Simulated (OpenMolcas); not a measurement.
# Tc4+: ligand-field states by method

Tc4+ with its 6 nearest fluoride ions at 1.902 Å, on the Ge site of Cs2GeF6 (a = 9.021 Å, distance in the model lattice 1.804 Å). The rest of the host is ab initio model potentials to 7.6 Å and point charges beyond; the distance is set by hand and nothing relaxes. Ligand basis ANO-RCC-VDZP.

```yaml
Program: OpenMolcas
Basis: ANO-RCC-VTZP [7s6p4d2f1g]
Scalar_Hamiltonian: DKH2, point nucleus
Active_space: 3 electrons in 5 orbitals (4d)
State_averaging: 2S+1 = 4 even, 10 roots; 2S+1 = 2 even, 40 roots
Spin-orbit_coupling: state interaction with AMFI integrals over the reference wave functions
```

I. CASSCF
II. SS-CASPT2, IPEA 0.25 Eh, imaginary shift 0.1 Eh (closed shells correlated: 4s 4p and the ligand valence shells)
III. SS-CASPT2, IPEA 0.25 Eh, real shift 0.3 Eh (closed shells correlated: 4s 4p and the ligand valence shells)

Spin-free states (labels of O, the rotations of Oh) in cm-1, each column counted from its own energy of the first state listed:

```json
{"State": "4A2", "Degeneracy": "1", "I": "0", "II": "0", "III": "0"}
{"State": "2E", "Degeneracy": "2", "I": "14940", "II": "10760", "III": "10810"}
{"State": "2T1", "Degeneracy": "3", "I": "15573", "II": "10730", "III": "10810"}
{"State": "2T2", "Degeneracy": "3", "I": "23763", "II": "17910", "III": "18010"}
{"State": "4T2", "Degeneracy": "3", "I": "33473", "II": "35080", "III": "35080"}
{"State": "4T1", "Degeneracy": "3", "I": "41869", "II": "41210", "III": "41240"}
{"State": "2A1", "Degeneracy": "1", "I": "45232", "II": "42170", "III": "42240"}
{"State": "2S+1 = 2", "Degeneracy": "3", "I": "47389", "II": "44680", "III": "44750"}
{"State": "2S+1 = 2", "Degeneracy": "3", "I": "47968", "II": "45020", "III": "45090"}
{"State": "2E", "Degeneracy": "2", "I": "49695", "II": "45700", "III": "45800"}
{"State": "2T1", "Degeneracy": "3", "I": "53418", "II": "48880", "III": "48980"}
{"State": "2T2", "Degeneracy": "3", "I": "58001", "II": "52060", "III": "52170"}
{"State": "2A2", "Degeneracy": "1", "I": "60312", "II": "52360", "III": "52570"}
{"State": "4T1", "Degeneracy": "3", "I": "69515", "II": "71730", "III": "71740"}
{"State": "2E", "Degeneracy": "2", "I": "70770", "II": "62060", "III": "62270"}
```

From I to II, I's first state of the same spin (4T2) moves from 33473 to 35080 cm-1, by about +1600 cm-1.

From I to II, I's first state of another spin (2E) moves from 14940 to 10760 cm-1, by about -4200 cm-1. In II another state of that kind comes below it.

I: A least-squares ligand-field fit to the states below 45000 cm-1, each weighted by its degeneracy and with a free common offset, gives 10Dq = 33463 cm-1, B = 764 cm-1 and C = 3006 cm-1 (C/B = 3.93), with an rms deviation of 16 cm-1. The same method and metal basis give the free ion B = 902 cm-1 (fit to its terms below 60000 cm-1, rms deviation 26 cm-1), so the nephelauxetic ratio is β = 764 / 902 = 0.85; it hangs on how both fits weigh the states, and computed free-ion B values tend to be too large, so β mixes covalency with correlation.

χT at 300 K: I 1.78, II 1.78, III 1.78 cm3 K/mol.

Roots that are degenerate in the reference are averaged as groups; the widest CASPT2 spread within a group is 130 cm-1 (the 2-fold group of multiplicity 2 near 45700 cm-1 above the lowest state of its run, II). Shifts and gaps below about the spread of the groups concerned are not significant. Over all roots computed the reference weight is 0.70 to 0.71 in II, 0.73 to 0.74 in III; a low but even weight reflects the number of correlated electrons. The least metal-like active orbital is 77 % on the metal (Löwdin) and no ligand orbital is active, so the numbers are rough. Ligand-to-metal charge-transfer states are missing. With no ligand orbital active B as a rule stays too high, so bands that hang on it stand too high and its fall with covalency is understated. Without dynamic correlation the repulsion within the d shell is too large (B by tens of per cent), so at a given field states of lower spin stand too high (holds for I). With metal d orbitals alone the field can be off either way by tens of per cent (holds for I). With one d shell and no ligand orbital active, 10Dq can be off by a tenth or more (holds for II; III). No measured value stands beside these numbers; the geometry was set by hand and not optimised.

A state without a sure symmetry label is named by its multiplicity alone.
